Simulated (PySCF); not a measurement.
CH₁₂Si₅, SMILES [SiH3][Si]1([SiH3])[SiH2]C[SiH2]1.

Geometry optimised at B3LYP-D3(BJ)/def2-SVP. This is a generated structure with no PubChem entry under its InChIKey; it may be hypothetical.

Two levels are set side by side: PBE/def2-TZVP (PySCF) and M06-2X/def2-TZVP (PySCF). Same geometry, gas phase. Differences are taken from unrounded values.

```
quantity                     M06-2X    PBE  PBE minus M06-2X
---------------------------  ------  -----  ----------------
orbital gap (eV)               8.22   4.80             -3.43
highest occupied level (eV)   -8.11  -6.27              1.84
lowest empty level (eV)        0.11  -1.47             -1.59
dipole moment (D)              0.51   0.69              0.18
```

Without exact exchange PBE keeps part of each electron's self-repulsion, which lifts occupied levels and narrows the gap. Differences between two approximate levels are no errors against the true value.

Rough cost on one machine, each run with all the roots and properties that it gave: M06-2X against PBE about 2 times.
